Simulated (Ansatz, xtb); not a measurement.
## Relative energy of two isomers of AlGeH7Si

We compare a, `[AlH2][GeH2][SiH3]`, a singlet, with b, `[AlH2][SiH2][GeH3]`, a singlet. Both are isolated molecules in the gas phase, relaxed with PBE0-D3(BJ)/def2-SVP; the shapes shown needn't be the lowest conformers.

a (Å):

```xyz
10

Al   -1.3033    0.6703    1.1058
Ge   -0.3123    0.2498   -1.1170
Si    1.9136   -0.5975   -0.9193
H    -1.0393    2.0550    1.8446
H    -2.1605   -0.4583    1.8297
H    -1.1157   -0.7835   -1.9379
H    -0.2228    1.5356   -1.9696
H     2.7702    0.3901   -0.1917
H     2.5200   -0.8625   -2.2597
H     1.9063   -1.8726   -0.1363
```

b (Å):

```xyz
10

Al   -1.5374   -0.5092    0.8030
Ge    2.0526    0.2184   -0.7203
Si   -0.3004    0.3052   -1.1449
H    -1.9559    0.4970    1.9637
H    -1.8732   -2.0586    0.9492
H    -0.5538   -0.5218   -2.3701
H    -0.6315    1.7299   -1.4764
H     2.4908   -1.2302   -0.4257
H     2.4078    1.0783    0.5094
H     2.8601    0.7358   -1.9256
```

Problem. Estimate E(b) − E(a) at the level CCSD(T)/def2-TZVP.

Solution. Calculated at CCSD(T)/def2-TZVP: E(b) − E(a) = +5.5 kcal/mol, so structure a lies lower.

How the difference moves with the method:

| level | geometry | E(b) − E(a) (kcal/mol) | departure from the last row (kcal/mol) | job, with rough time for the two |
| --- | --- | --- | --- | --- |
| PBE0-D3(BJ)/def2-SVP | PBE0-D3(BJ)/def2-SVP | +4.0 | −1.6 | optimisation, 4.5 min |
| HF/def2-TZVP | PBE0-D3(BJ)/def2-SVP | +5.5 | 0.0 | part of the CCSD(T) run |
| MP2/def2-TZVP | PBE0-D3(BJ)/def2-SVP | +6.4 | +0.8 | part of the CCSD(T) run |
| CCSD(T)/def2-TZVP | PBE0-D3(BJ)/def2-SVP | +5.5 |  | single point, 75 s |

As drawn, b has 1 Al–Si, 1 Ge–H in place of 1 Al–Ge, 1 Si–H.

None of the levels shown reverses the order. The largest departure from CCSD(T)/def2-TZVP is that of PBE0-D3(BJ)/def2-SVP, 1.6 kcal/mol. Levels run at GFN2-xTB geometries aren't shown.

With harmonic frequencies from PBE0-D3(BJ)/def2-SVP (ideal gas, rigid rotor, one conformer each, 298.15 K, 1 atm): on the last row, ΔE + ΔZPE = +5.4 kcal/mol. A mode under 50 cm⁻¹ makes harmonic enthalpies and free energies unreliable, so none is given.

The correlated steps freeze 19 core orbitals; the filled d shell of Ge is correlated, in a basis made for valence electrons. Codes used: Ansatz 0.2.0; the last row on 2 threads of Intel(R) Xeon(R) Platinum 8259CL CPU @ 2.50GHz (Skylake/Cascade Lake) on a shared host.
